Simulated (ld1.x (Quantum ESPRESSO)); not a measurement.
# Varying the RRKJ potential for iron

Base potential:

| Quantity | Value |
| --- | --- |
| Element | iron |
| Generator | ld1.x (Quantum ESPRESSO) 7.5 |
| Type | norm-conserving RRKJ (Kleinman–Bylander form) |
| Functional | PBEsol |
| Relativity | fully relativistic |
| Frozen core | [Ne] |
| Valence charge | 16 |
| Reference configuration | 3s2 3p6 3d5 4s0 4p0 (charge +3) |
| Partial waves | 3s (bound): rc 1.10 bohr; 3p (bound): rc 1.40 bohr; 3d (bound): rc 1.15 bohr |
| Local potential | the d channel |
| Core correction | none |
| rho0 | 0.02 |

Open shells are filled in proportion to 2j + 1 (rel_dist='average').

Cutoffs, loose and tight: the cutoffs (Ry, on a coarse ladder) from which the occupation-weighted sum of valence levels, in a spherical-Bessel basis at the reference potential, stays within 10 and 1 mRy of its value at 400 Ry. They do not see the model core or the augmentation charge, which bear on the density cutoff. Test errors are all-electron minus pseudo excitation energies from the reference, over the configurations 3s2 3p6 3d6 4s2 4p0; 3s2 3p6 3d6 4s1 4p0; 3s2 3p6 3d6 4s0 4p0; 3s2 3p6 3d6.5 4s1.5 4p0; 3s2 3p6 3d4 4s0 4p0; 3s2 3p5 3d6 4s2 4p0; 3s1 3p6 3d6 4s2 4p0. A dash means not determined; rows that change the core or the reference have their own tests.

Cutoffs are not given where the Bessel-basis levels miss the radial ones by over 6 mRy, ghosts where they miss by over 20 mRy; a channel whose overlap is not positive is not tested.

A file whose overlap is not positive is unfit for use, and its test errors describe a broken file.

| change | outcome | cutoff, loose | cutoff, tight | bound ghosts | largest test error (meV) |
| --- | --- | --- | --- | --- | --- |
| base | generated | 160 Ry | 230 Ry | none | -80 |
| type ultrasoft; waves now 3s (bound): rcut 1.05, rcutus 1.10 bohr; 4s (bound): rcut 1.05, rcutus 1.10 bohr; 3p (bound): rcut 1.20, rcutus 1.40 bohr; 4p (bound): rcut 1.20, rcutus 1.40 bohr; 3d (bound): rcut 1.00, rcutus 1.15 bohr; 3d channel at 2.1 Ry: rcut 1.00, rcutus 1.15 bohr; local potential all-electron potential smoothed inside 0.90 bohr (lloc = -1); augmentation built from norm-conserving waves at rcut, not smoothed further; rho0 0 | generated, overlap not positive | – | – | not determined (overlap not positive) | -3770 |
| core correction a·sin(br)/r model core inside 1.22 bohr | generated | 160 Ry | 230 Ry | none | -80 |
| reference 3s2 3p6 3d6 4s0 4p0 | generated | 160 Ry | 230 Ry | none | -70 |
| functional PBE | generated | 160 Ry | 230 Ry | none | -80 |
| local potential the p channel | generated, misses its reference levels by 1.06 eV | – | – | not determined | +197 |
| scalar-relativistic | generated | 160 Ry | 230 Ry | none | -77 |
| wave 3s (bound): rc 1.10 bohr becomes 3s (bound): rc 1.18 bohr | generated | 160 Ry | 230 Ry | none | -134 |
| wave 3p (bound): rc 1.40 bohr becomes 3p (bound): rc 0.92 bohr | generated | – | – | not determined | -79 |
| wave 3d (bound): rc 1.15 bohr becomes 3d (bound): rc 1.00 bohr | generated | 200 Ry | 230 Ry | none | +365 |
| reference 3s2 3p6 3d6 4s2 4p0 | generated | 160 Ry | 230 Ry | none | +76 |

(1) What comes out with this change to the base: all radii scaled by about 0.85 (s 0.94, p 1.20, d 0.98 bohr)?

(2) What comes out with this change to the base: wave 3p (bound): rc 1.40 bohr becomes 3p (bound): rc 1.34 bohr?

Answers

(1) outcome: generated; bound ghosts: none; largest test error (meV): +347.

(2) outcome: generated; bound ghosts: none; largest test error (meV): -79.
